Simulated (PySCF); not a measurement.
**Two-component Hartree-Fock for Ta⁺ (tantalum, charge +1)**

Start: [Xe] 4f14 5d3 6s1; 5d3/2 filled at m_j = -1/2, +1/2, +3/2; 6s1/2 filled at m_j = -1/2. Calculated with PySCF 2.14 in x2c-SVPall-2c: generalised Hartree-Fock with the X2C-1e Hamiltonian and a Gaussian nucleus; one run each with spin-orbit coupling (SO) switched off, then screened by Boettger's factors.

| spinor shell | electrons | ε, spin-free (eV) | ε, screened SO (eV) | weight of nominal j (screened SO) | rms radius, screened SO (bohr) |
| --- | --- | --- | --- | --- | --- |
| 1s1/2 | 2 | -67778.7 | -67758.8 | 1.000 | 0.0211 |
| 2s1/2 | 2 | -11791.0 | -11784.6 | 1.000 | 0.0853 |
| 2p1/2 | 2 | -10336.8 | -11243.1 | 1.000 | 0.0726 |
| 2p3/2 | 4 | -10336.8 | -9966.5 | 1.000 | 0.0799 |
| 3s1/2 | 2 | -2768.0 | -2765.7 | 1.000 | 0.218 |
| 3p1/2 | 2 | -2327.8 | -2525.1 | 1.000 | 0.210 |
| 3p3/2 | 4 | -2327.8 | -2245.5 | 1.000 | 0.225 |
| 3d3/2 | 4 | -1808.6 | -1843.5 | 1.000 | 0.199 |
| 3d5/2 | 6 | -1808.6 | -1783.1 | 1.000 | 0.203 |
| 4s1/2 | 2 | -601.82 | -600.98 | 1.000 | 0.488 |
| 4p1/2 | 2 | -454.76 | -500.42 | 1.000 | 0.497 |
| 4p3/2 | 4 | -454.76 | -435.37 | 1.000 | 0.530 |
| 4d3/2 | 4 | -262.79 | -269.73 | 1.000 | 0.557 |
| 4d5/2 | 6 | -262.79 | -257.30 | 1.000 | 0.569 |
| 5s1/2 | 2 | -94.377 | -94.120 | 1.000 | 1.19 |
| 5p1/2 | 2 | -55.587 | -62.931 | 0.945 | 1.37 |
| 5p3/2 | 4 | -55.587 | -52.112 | 0.971 | 1.41 |
| 4f5/2 | 6 | -47.729 | -48.456 | 0.990 | 0.706 |
| 4f7/2 | 8 | -47.729 | -46.370 | 0.992 | 0.705 |
| 5d3/2 | 3 | -16.161 | -16.225 | 0.706 | 2.24 |
| 6s1/2 | 1 | -14.546 | -14.472 | 1.000 | 3.36 |

```
   quantity     spin-free   screened SO
E (hartree)  -15592.02328  -15609.30319
        M_J             1             1
       ⟨J²⟩         6.007         5.276
       ⟨L²⟩        12.005        11.900
       ⟨S²⟩         6.003         5.947
```

The determinant has a definite M_J but mixes levels of different J.

Each row is a mean over spinors that exchange with the open shell spreads, by up to 3.037 eV (5s1/2).

Rows whose weight is well below 1 are mixtures of j = l ± 1/2: exchange outweighs spin-orbit coupling there, and the label is only the starting occupation.

Breit and QED terms are absent; they matter most for the inner s and p1/2 levels.

Densities and radii are taken from the X2C orbitals without a picture-change correction, which distorts them close to the nucleus.

Without spin-orbit coupling the j labels of p, d and f shells carry no meaning; the spin-free column gives the mean over the occupied spinors of each nl shell.
